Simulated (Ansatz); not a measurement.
Consider the cleavage of the Ge–B bond: `F[BH][GeH2][F]` + H–F → `[F][GeH2][F]` + `BF`.

Isolated molecules relaxed with PBE0-D4/def2-TZVP in Ansatz; ΔE leaves out vibrations. CCSD(T)/CBS is the MP2 limit (def2-TZVPP, def2-QZVPP) plus CCSD(T) − MP2 in def2-TZVPP, frozen cores. This one scheme is used for every species. Functionals use def2-TZVPP. B3LYP here is the variant with VWN-RPA as its local correlation; programs differ in this. For Ge outer-core shells are correlated without core-valence functions, which leaves a few kJ/mol of doubt a bond. Scalar relativity is left out up to krypton. Each species was taken in one conformer, which may not be the lowest.

```json
{"species": "`F[BH][GeH2][F]`", "B3LYP-D4 energy (Eh)": "-2303.56723"}
{"species": "H–F", "B3LYP-D4 energy (Eh)": "-100.49283"}
{"species": "`[F][GeH2][F]`", "B3LYP-D4 energy (Eh)": "-2278.10491"}
{"species": "`BF`", "B3LYP-D4 energy (Eh)": "-125.98976"}
```

(1) Work out ΔE.

(2) What do rigid-rotor, harmonic-oscillator terms from PBE0-D4/def2-TZVP frequencies (298.15 K, 1 bar) make of the CCSD(T)/CBS value? (An estimate is asked.)

Largest T1 diagnostic among the species: 0.013.

Answers

(1) ΔE = (-2278.10491) + (-125.98976) − (-2303.56723) − (-100.49283) = -0.03461 Eh = -90.9 kJ/mol. CCSD(T)/CBS gives -84.3 kJ/mol.

(2) The calculation gave: ΔZPE = +1.4 kJ/mol, ΔH = -86.2 kJ/mol, ΔS = -1 J/(mol·K), ΔG = -85.8 kJ/mol.

At CCSD(T), def2-SVP lies −21.8 kJ/mol from the extrapolated value and def2-TZVPP −5.7 kJ/mol. The D4 term adds +4.1 kJ/mol with B3LYP and +2.3 kJ/mol with PBE0; it sums over pairs of atoms, weighted by their polarisabilities, and B3LYP, whose exchange is more repulsive, gets the larger term.
